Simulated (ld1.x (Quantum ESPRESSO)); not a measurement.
# What the settings do to the TM potential of P (Z = 15)

Base potential:

P, norm-conserving Troullier–Martins (Kleinman–Bylander form), made with ld1.x (Quantum ESPRESSO) 7.5 (PBE, scalar-relativistic). Core [Ne], reference 3s2 3p3. Waves: 3s (bound): rc 1.30 bohr; 3p (bound): rc 1.60 bohr. Local part: all-electron potential smoothed inside 1.55 bohr (lloc = -1). Core correction: a·sin(br)/r model core, default radius (core density twice the valence density).

Cutoffs, loose and tight: the cutoffs (Ry, on a coarse ladder) from which the occupation-weighted sum of valence levels, in a spherical-Bessel basis at the reference potential, stays within 10 and 1 mRy of its value at 400 Ry. They do not see the model core or the augmentation charge, which bear on the density cutoff. Test errors are all-electron minus pseudo excitation energies from the reference, over the configurations 3s2 3p2; 3s2 3p1; 3s2 3p0; 3s0 3p5; 3s2 3p2.5; 3s1 3p3; 3s2 3p3.3. A dash means not determined; rows that change the core or the reference have their own tests.

A true bound ghost makes a file unfit for plane-wave use even where its test errors are small: the radial tests pick states by their node count and pass the ghost by.

```tsv
change	outcome	cutoff, loose	cutoff, tight	bound ghosts	largest test error (meV)
base	generated	35 Ry	80 Ry	none	+97
local potential all-electron potential smoothed inside 0.72 bohr (lloc = -1)	generated	40 Ry	80 Ry	s	+34
local potential all-electron potential smoothed inside 0.92 bohr (lloc = -1)	generated	21 Ry	80 Ry	none	+252
local potential all-electron potential smoothed inside 1.18 bohr (lloc = -1)	generated	35 Ry	80 Ry	none	+110
local potential all-electron potential smoothed inside 1.30 bohr (lloc = -1)	generated	35 Ry	80 Ry	none	+100
local potential all-electron potential smoothed inside 1.64 bohr (lloc = -1)	generated	35 Ry	80 Ry	none	+95
local potential all-electron potential smoothed inside 1.84 bohr (lloc = -1)	generated	35 Ry	80 Ry	none	+89
```

Reading the sweep of the rcloc (base included, trends over the rows without a ghost): The loose cutoff rises from 21 Ry at 0.92 to 35 Ry at 1.84 bohr. The median size of the test errors (rows with all tests solved) falls from 7.8 meV at 0.92 to 3.4 meV at 1.84 bohr. Bound ghosts are found at 0.72 bohr.
